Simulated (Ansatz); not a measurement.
(GeS2)n off (charge -1): PBE-D4/def2-SVPD single points in Ansatz on relaxed structures, gas phase. Each cluster is the lowest isomer that a short search found in that spin, judged at the geometry's level, and lower ones may exist. HOMO and LUMO are taken over both spins. A dash marks a value that wasn't run or was left out as unsound. The structures are stationary points that may keep the symmetry of their start.

```json
{"species": "GeS2⁻", "atoms": "3", "state": "doublet", "geometry": "PBE0-D4/def2-TZVPD", "HOMO (eV)": "-0.17", "LUMO (eV)": "–", "gap (eV)": "–", "point group (within 0.1 Å)": "C2v"}
{"species": "GeS3⁻", "atoms": "4", "state": "doublet", "geometry": "PBE0-D4/def2-SVPD", "HOMO (eV)": "-1.56", "LUMO (eV)": "-0.82", "gap (eV)": "0.74", "point group (within 0.1 Å)": "C2v"}
{"species": "Ge2S4⁻", "atoms": "6", "state": "doublet", "geometry": "PBE-D4/def2-SVPD", "HOMO (eV)": "-1.32", "LUMO (eV)": "-0.66", "gap (eV)": "0.66", "point group (within 0.1 Å)": "–"}
```
